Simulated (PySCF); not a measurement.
Species: C₃H₁₁NSi₂.
Structure used (GFN2-xTB), in Å, numbered top down from 1:
```
atom  x, y, z in Å
C1    -2.3262   -0.1467   -0.0445
N2    -0.8873   -0.0628   -0.0548
Si3    0.1052   -1.4537    0.2454
C4     1.7754   -0.6461   -0.1577
C5     1.6890    0.8524    0.1518
Si6   -0.0743    1.4633   -0.2004
H7    -2.6509   -1.1140   -0.4281
H8    -2.7543    0.6385   -0.6670
H9    -2.7248   -0.0327    0.9686
H10    0.0036   -1.9258    1.6357
H11   -0.2788   -2.5346   -0.6703
H12    2.6043   -1.1065    0.3798
H13    1.9864   -0.7811   -1.2193
H14    2.4428    1.4082   -0.4055
H15    1.9114    1.0128    1.2076
H16   -0.5483    2.4311    0.7984
H17   -0.2802    2.0096   -1.5495
```

NICS is the negative of the GIAO shielding at a point without a nucleus: at the ring centre (0) and 1 Å above and below it (1); zz is the component along the ring normal. Level: GIAO PBE0/pcSseg-1 (PySCF, non-relativistic, gas phase) on the GFN2-xTB geometry, one conformer.

Ring bond lengths (Å), with Mayer bond orders in brackets: N2–Si3 1.735 (0.94), Si3–C4 1.899 (0.92), C4–C5 1.533 (1.02), C5–Si6 1.899 (0.92), Si6–N2 1.735 (0.94).

**Question.** What do the NICS probes read (ppm)?

**Answer.** 
| ring | type | NICS(0) | NICS(1), two faces | NICS(1)zz, two faces | rms pucker (Å) | centre to ring atoms, mean (Å) |
| --- | --- | --- | --- | --- | --- | --- |
| N2–Si3–C4–C5–Si6 | 5-membered ring with N and 2 Si; formal bonds all single | -5.3 | -3.0 / -3.0 | -0.5 / -0.4 | 0.15 | 1.48 |

**Question.** What do they say, and how far can they be read as aromaticity?

**Answer.** 
- N2–Si3–C4–C5–Si6: mean NICS(1)zz -0.5 ppm, near zero. Si3, C4, C5, Si6 have four or more neighbours; no verdict on aromaticity is drawn.

**Question.** At the second NICS(1) probe listed for ring N2–Si3–C4–C5–Si6, 1 Å off the ring, what do the in-plane components average?

**Answer.** The isotropic value is a third of the trace: (3 × -3.0 − (-0.4))/2 = -4.3 ppm.

**Question.** What are the shieldings of the ring atoms and their hydrogens in the same run (means over atoms taken as equivalent)?

**Answer.** 
| atoms | environment | σ isotropic (ppm) | principal values of the symmetric part, first atom (ppm) |
| --- | --- | --- | --- |
| N2 | nitrogen bridging silicon atoms | 258.3 | 233.1, 249.3, 292.7 |
| Si3 (×2) | SiH2 silicon | 366.0 | 307.5, 351.7, 434.8 |
| C4 (×2) | sp3 carbon bound to silicon | 178.3 | 161.8, 178.6, 194.1 |
| H10 (×4) | Si–H hydrogen | 26.86 | 23.4, 24.2, 32.8 |
| H12 (×4) | methylene hydrogen | 30.53 | 25.3, 27.9, 38.6 |

Time: 22 s of wall time; peak memory 0.78 GiB. Hardware: an Arm Neoverse V2 with one thread (shared host). This is the whole shielding run at PBE0/pcSseg-1, SCF included.
